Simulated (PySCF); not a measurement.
Heteronuclear NMR

Cartesian coordinates in Å; atom numbers follow the order of the lines, from 1:
```xyz
13

F    -1.4166    2.5150   -0.1556
C    -0.8846    1.2770   -0.0765
C    -1.7362    0.1890    0.0185
C    -1.1831   -1.0793    0.0989
C     0.1864   -1.2509    0.0857
C     1.0373   -0.1420   -0.0104
C     2.4277   -0.3135   -0.0244
P     3.9730   -0.5120   -0.0387
C     0.4869    1.1421   -0.0934
H    -2.8032    0.3425    0.0283
H    -1.8313   -1.9395    0.1721
H     0.6174   -2.2391    0.1476
H     1.1219    2.0111   -0.1698
```

Level of theory: geometry: GFN2-xTB, shieldings: GIAO PBE0/pcSseg-1, in PySCF (non-relativistic Hamiltonian, one computed conformer, gas phase).

(1) What are the 19F shifts?

(2) Where does 31P resonate?

## Answers

(1) 
```csv
atoms,environment,σ (ppm),δ (ppm)
F1,aryl fluorine,285.7,-111.8
```

Shieldings were converted by a linear fit to measured shifts: 19F: δ = 146.13 − 0.903σ +14.6 on sp3 carbon (rms 6.0 ppm, 223 shifts, 7.0 ppm with the 5 outliers that the fit left out vs CFCl3, solution or neat liquid). Occasional misses reach two or three times the rms, and more in compound classes unlike the fitted ones.

On a 300 MHz spectrometer 19F resonates near 282.3 MHz, so 1 ppm is 282.3 Hz.

(2) 
```csv
atoms,environment,σ (ppm),δ (ppm)
P8,phosphorus bonded to C,283.2,35.5
```

Shieldings were converted by a linear fit to measured shifts: 31P: δ = 270.09 − 0.828σ (rms 18.1 ppm, 64 shifts vs H3PO4, solution or neat liquid). A few per cent of atoms miss by over 2 rms, more outside the fitted compound classes.

On a 400 MHz spectrometer 31P resonates near 161.9 MHz, so 1 ppm is 161.9 Hz.
